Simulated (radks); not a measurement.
The numbers below are computed, except where a source is named.
All-electron atom: Br1.2+ in [Ar] 3d10 4s2 4p(up 3, down 0.8) (fractional occupations, a model configuration). Level of theory: scalar-relativistic Kohn-Sham, PBE, spin-polarised, spherical densities, finite nucleus; Fermi nuclear charge, rms radius 4.1629 fm (a radial shooting solver on a logarithmic mesh with Libxc functionals).

Normalised radial functions P(r) = r R(r), r in bohr:

```
   r/bohr * 3p down, o 3d up, + 4p down (the largest magnitude, 1.43, reaches the edge; | marks zero, & curves that meet)
 0.004181                             &
 0.005444                             &
 0.007145                             &
 0.009304                             &*
  0.01221                             &*
   0.0159                             o+*
  0.02087                             o+ *
  0.02718                             o+  *
  0.03568                             o +   *
  0.04645                             |o +     *
  0.06049                             | o+        *
   0.0794                             |  o+         *
   0.1034                             |   +o         *
   0.1357                             |  +    o   *
   0.1767                             |+    *     o
   0.2319                        *  + |                o
    0.302             *          +    |                     o
   0.3964    *                 +      |                       o
   0.5162  *                    +     |                       o
   0.6775       *                    +|                   o
   0.8822               *             |     +       o
    1.158                       *     |       o   +
    1.508                           * |   o          +
    1.963                             *o            +
    2.577                             &         +
    3.356                             &     +
    4.405                             & +
    5.736                             &+
```

3p down: eigenvalue -186.91 eV, 1 radial node at r = 0.207 bohr, <r> = 0.564 bohr, 90 % of the charge inside 0.861 bohr. 3d up: eigenvalue -80.367 eV, 0 radial nodes, <r> = 0.591 bohr, 90 % of the charge inside 0.974 bohr. 4p down: eigenvalue -18.324 eV, 2 radial nodes at r = 0.201, 0.701 bohr, <r> = 1.95 bohr, 90 % of the charge inside 2.97 bohr.
